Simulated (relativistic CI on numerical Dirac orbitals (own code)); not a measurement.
# Nb+: 4p photoemission

Computed with this model: Dirac-Coulomb-Breit CI, orbitals from a KLI potential per configuration, model QED, valence Slater integrals scaled by 0.9, multiplet model of photoemission in the sudden approximation; configurations [Kr] 4d4 → [Ar] 3d10 4s2 4p5 4d4; 300 K; Lorentzian 0.84 eV and Gaussian 0.6 eV FWHM. Energies are those of the free ion, without screening or charge transfer. The energies are binding energies and can lie tens of eV above those of solids. S is read from ⟨S²⟩ = S(S + 1).

Field parameters in Wybourne normalisation: D3d B²₀ = −7Dσ, B⁴₀ = −14Dq − 21Dτ, B⁴₃ = −14√(10/7) Dq; D4h B²₀ = −7Ds, B⁴₀ = 21(Dq − Dt), B⁴₄ = 21√(5/14) Dq; Oh B⁴₀ = 21Dq, B⁴₄ = √(5/14) B⁴₀. The field is a parameter set, without covalency.

free ion: ground-state S = 2.00, centroid 47.04 eV. Peaks (eV, height): 42.6 (89), 44.8 (100), 52.9 (25), 57.1 (45).

Oh, 10Dq = 16200 cm⁻¹: ground-state S = 1.03, centroid 47.31 eV. Peaks (eV, height): 44.3 (100), 54.2 (11), 57.1 (9).

D3d, 10Dq = 6550, Dσ = -330, Dτ = 370 cm⁻¹: ground-state S = 1.99, centroid 47.06 eV. Peaks (eV, height): 42.7 (99), 44.5 (100), 53.8 (33), 57.5 (37).

D4h, 10Dq = 7500, Ds = 280, Dt = 890 cm⁻¹: ground-state S = 2.00, centroid 47.06 eV. Peaks (eV, height): 42.7 (97), 44.6 (100), 53.6 (32), 57.3 (37).

Strongest unbroadened transitions for Oh, 10Dq = 16200 cm⁻¹:

| Energy (eV) | Relative strength |
| --- | --- |
| 44.06 | 35.8 |
| 44.08 | 100.0 |
| 44.10 | 9.2 |
| 44.15 | 50.8 |
| 44.48 | 9.4 |
| 44.51 | 8.2 |
| 44.53 | 5.5 |
| 44.58 | 9.2 |
| 44.61 | 20.3 |
| 44.71 | 7.5 |
| 44.75 | 12.7 |
| 44.82 | 19.5 |
| 44.83 | 5.5 |
| 44.85 | 14.3 |
| 45.81 | 5.3 |
| 45.88 | 9.0 |
| 47.73 | 6.4 |
| 49.14 | 8.0 |
